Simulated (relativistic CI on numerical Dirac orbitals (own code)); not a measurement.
What each ingredient does to the levels of Zr8+

Base calculation: Dirac-Coulomb-Breit CI, orbitals from a KLI potential per configuration, model QED, unscaled Slater integrals.

CI space (outside the closed core [Ar] 3d10): 4s2 4p2, 4s 4p3, 4p4, 4s2 4p 4d, 4s 4p2 4d, 4s2 4p 4f, 4s 4p2 4f, 4s2 4p 5s, 4p3 4d, 4s2 4p 5p, 4s 4p 4d2, 4s2 4d 5p, 4s2 4d2, 4s 4d3, 4s 4d2 4f, 4p2 4d2, 4p 4d3, 4p 4d2 4f, 4p 4d2 5s, 4s2 4f2, 4s 4d 4f2, 4s 4f3, 4s2 4d 5s, 4s 4d2 5s, 4s 4d 4f 5s. Double excitations out of closed p, d and f shells are left out; levels of such configurations are missing from the list, as are those of other unlisted configurations, and high levels can miss mixing partners. These lack a partner that the ground configuration has and come out too high: 4s2 4p 5p.

The lowest level and the first level of each name with at least 55 % of one term (blank where a level has no safe partner in the second run):

| Level | Base (cm⁻¹) | Shift (cm⁻¹) |
| --- | --- | --- |
| 4s2 4p2 3P_0 | 0 | 0 |
| 4s2 4p2 3P_1 | 10829 | +1 |
| 4s2 4p2 3P_2 | 18715 | +7 |
| 4s2 4p2 1D_2 | 40168 | +25 |
| 4s2 4p2 1S_0 | 68988 | +12 |
| 4s 4p3 5S°_2 | 156714 | +422 |
| 4s 4p3 3D°_1 | 205363 | +518 |
| 4s 4p3 3D°_2 | 205683 | +515 |
| 4s 4p3 3D°_3 | 209738 | +517 |
| 4s 4p3 3P°_0 | 234970 | +496 |
| 4s 4p3 3P°_1 | 236341 | +499 |
| 4s 4p3 3P°_2 | 237947 | +519 |
| 4s 4p3 1D°_2 | 265230 | +719 |
| 4s 4p3 3S°_1 | 291265 | +477 |
| 4s 4p3 1P°_1 | 312259 | +522 |
| 4s2 4p 4d 3F°_2 | 316238 | +1381 |
| 4s2 4p 4d 3F°_3 | 323312 | +1394 |
| 4s2 4p 4d 3F°_4 | 334095 | +1396 |
| 4s2 4p 4d 3P°_0 | 367348 | +1334 |
| 4s2 4p 4d 3D°_3 | 373684 | +1351 |
| 4s2 4p 4d 3D°_2 | 373965 | +1336 |
| 4s2 4p 4d 1F°_3 | 405444 | +1387 |

At this charge configurations can still be misplaced by up to about 7 % of their energy.

Question: One thing was changed in a second run, which moved the levels as shown. Which?
A. QED terms removed
B. Breit term removed
C. P86 correlation estimate
D. configuration mixing switched off

Answer: C. P86 correlation estimate. A correlation estimate moves all levels of a configuration together before mixing; mixed levels move by a weighted share.

LS names give the leading component of a level, which can be under half, so a name can repeat, a term be missing and a line seem to break the LS rules.
